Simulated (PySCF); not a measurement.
A GIAO shielding run with PySCF 2.14.0 with density-fitted response routines (density fitting, non-relativistic, gas phase) on `InChI=1S/C12H23OP/c13-14(11-7-3-1-4-8-11)12-9-5-2-6-10-12/h11-12,14H,1-10H2`:

```
$ OMP_NUM_THREADS=1 python probes_run.py task.json out

{"job": {"kind": "nmr", "xc": "PBE0", "basis": "pcSseg-1"}, "charge": 0, "multiplicity": 1}
O     -0.074476    -1.049765     1.685421
P      0.218992    -0.191992     0.487953
C     -1.271827     0.250772    -0.479426
C     -2.185684     1.106074     0.405657
C     -3.511402     1.418593    -0.279161
C     -4.219803     0.146402    -0.729121
C     -3.321507    -0.692202    -1.629977
C     -1.992189    -1.014828    -0.954909
C      1.427716    -0.946550    -0.675233
C      2.517883    -1.684319     0.110180
C      3.544187    -0.731640     0.711552
C      4.149099     0.179199    -0.351509
C      3.070311     0.958153    -1.096936
C      2.015405     0.031044    -1.699040
H      0.757048     1.098082     0.792748
H     -0.946759     0.846710    -1.353210
H     -2.368685     0.552248     1.343255
H     -1.671735     2.039624     0.689693
H     -4.155109     2.000167     0.400274
H     -3.324556     2.061778    -1.158462
H     -5.161403     0.392099    -1.246119
H     -4.496799    -0.447921     0.160016
H     -3.828485    -1.626989    -1.918862
H     -3.129199    -0.139829    -2.567918
H     -2.162686    -1.661081    -0.076371
H     -1.352484    -1.587967    -1.645713
H      0.818817    -1.703175    -1.200142
H      3.028171    -2.379325    -0.580399
H      2.042702    -2.291925     0.895210
H      3.063510    -0.121252     1.497352
H      4.333354    -1.308337     1.219597
H      4.716934    -0.436244    -1.073341
H      4.874966     0.873980     0.100721
H      2.592177     1.666705    -0.398658
H      3.518663     1.573247    -1.893627
H      2.483339    -0.564365    -2.503201
H      1.219709     0.618988    -2.186945
```

Hardware: 1 thread of an Arm Neoverse V1, shared host. The job also computes population analyses, field gradients, ring-centre shieldings.

Q: How large is the calculation?

A: 118 electrons, 360 basis functions and 1880 auxiliary functions.

Q: How long does it take, and how much memory does it need?

A: 3.3 min of wall time, with 14 SCF cycles and 4 response iterations; peak memory 2.4 GiB. Times on a shared host scatter by some tens of per cent.

Q: And these other runs on the same molecule and hardware: GIAO shielding at KT3/pcSseg-1?

A: KT3/pcSseg-1: 360 functions, 3.9 min.
